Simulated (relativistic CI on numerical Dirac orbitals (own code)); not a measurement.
**Calculated levels, Cd43+**

Calculated at this level of theory: Dirac-Coulomb-Breit CI, orbitals from a KLI potential per configuration, model QED (radiative potential, 1s self-energy scaled to tabulated hydrogen-like ionisation energies), unscaled Slater integrals (own radial code, finite nucleus).

CI space (outside the closed core 1s2): 2s²2p, 2s2p², 2p³, 2p²3s, 2p²3p, 2p²3d, 2s²3s, 2s²3p, 2s²3d, 2s2p3s, 2s2p3p, 2s2p3d, 2s²4s, 2s²4p, 2s²4d, 2s²4f, 2s2p4s, 2s2p4p, 2s2p4d, 2s2p4f, 2s²5s, 2s²5p, 2s²5d, 2s²5f, 2s²5g, 2s3s², 2s3s3p, 2s3s3d, 2s3p², 2s3p3d, 2s2p5s, 2s2p5p, 2p3s², 2s2p5d, 2s2p5f, 2s2p5g. Levels of other configurations are missing.

The lowest level is 2s²2p ²P°1/2, with 99 % of that term; Hund's rules for 2s²2p give ²P° with J = 1/2, in agreement.

```tsv
No.	Configuration	Term	J	E (eV)	%	Next component (%)	jj configuration (%)
1	2s²2p	²P°	1/2	0.00	99	1 2p³ ²P°	2p1/2 (99)
2	2s2p²(3P)	⁴P	1/2	136.65	64	25 ²S	2s 2p1/2^2 (96)
3	2s²2p	²P°	3/2	213.95	98	1 2p³ ²P°	2p3/2 (98)
4	2s2p²(3P)	⁴P	3/2	309.63	94	4 ²D	2s 2p1/2 2p3/2 (99)
5	2s2p²(1D)	²D	5/2	337.85	52	48 ⁴P	2s 2p1/2 2p3/2 (98)
6	2s2p²(1D)	²D	3/2	382.58	70	29 ²P	2s 2p1/2 2p3/2 (99)
7	2s2p²(3P)	²P	1/2	385.00	72	23 ⁴P	2s 2p1/2 2p3/2 (95)
8	2p³	²P°	3/2	531.91	43	31 ⁴S°	2p3/2 (98)
9	2s2p²(3P)	⁴P	5/2	542.45	52	48 ²D	2s 2p3/2^2 (98)
10	2s2p²(1S)	²S	1/2	607.21	71	17 ²P	2s 2p3/2^2 (98)
11	2s2p²(3P)	²P	3/2	608.58	69	26 ²D	2s 2p3/2^2 (98)
12	2p³	⁴S°	3/2	718.86	53	46 ²D°	2p1/2 2p3/2^2 (99)
13	2p³	²D°	5/2	737.06	100		2p1/2 2p3/2^2 (100)
14	2p³	²P°	1/2	771.10	99	1 2s²2p ²P°	2p1/2 2p3/2^2 (99)
15	2p³	²P°	3/2	962.96	55	28 ²D°	2p3/2^3 (99)
16	2s²3s	²S	1/2	3982.95	97	2 2p²3s ²S	3s (97)
17	2s²3p	²P°	1/2	4031.43	95	2 2p²3p ²P°	3p1/2 (95)
18	2s2p3s	⁴P°	1/2	4077.47	87	11 ²P°	2s 2p1/2 3s (98)
19	2s²3p	²P°	3/2	4085.30	47	32 2s2p3s ⁴P°	2s 2p1/2 3s (51)
20	2s²3p	²P°	3/2	4103.84	50	35 2s2p3s ⁴P°	3p3/2 (50)
21	2s2p3s	²P°	1/2	4110.94	93	5 ⁴P°	2s 2p1/2 3s (97)
22	2s2p3p	⁴D	1/2	4118.54	73	21 ²P	2s 2p1/2 3p1/2 (99)
23	2s²3d	²D	3/2	4129.90	60	17 2s2p3p ⁴D	3d3/2 (60)
24	2s²3d	²D	3/2	4139.06	37	30 2s2p3p ⁴D	2s 2p1/2 3p1/2 (59)
25	2s²3d	²D	5/2	4151.32	97	2 2p²3d ²D	3d5/2 (97)
26	2s2p3p	⁴P	1/2	4158.86	53	27 ²S	2s 2p1/2 3p1/2 (97)
27	2s2p3p	⁴P	3/2	4189.38	30	26 ⁴D	2s 2p1/2 3p3/2 (99)
28	2s2p3p	²P	1/2	4203.34	42	20 ²S	2s 2p1/2 3p3/2 (87)
29	2s2p3p	⁴D	5/2	4207.43	53	28 ²D	2s 2p1/2 3p3/2 (96)
30	2s2p3p	²D	3/2	4210.73	48	19 ⁴S	2s 2p1/2 3p3/2 (97)
```

Energies count from the lowest computed level; ° marks odd parity. Percentages are summed over parent terms; the parents shown are those of the largest component, closed shells are left out there. Filled j subshells are mostly left out of the jj labels.

The mean weight of the leading LS term, summed over parents, in these 30 levels is 68 %, and that of the leading jj configuration (from the same eigenvectors) 92 %, so jj coupling describes them better and the LS labels are nominal.

At this charge energies of transitions that change n are usually good to better than 1 %, and those within a shell (Δn = 0) to a few per cent.

LS names give the leading component of a level, which can be under half, so a name can repeat, a term be missing and a line seem to break the LS rules.
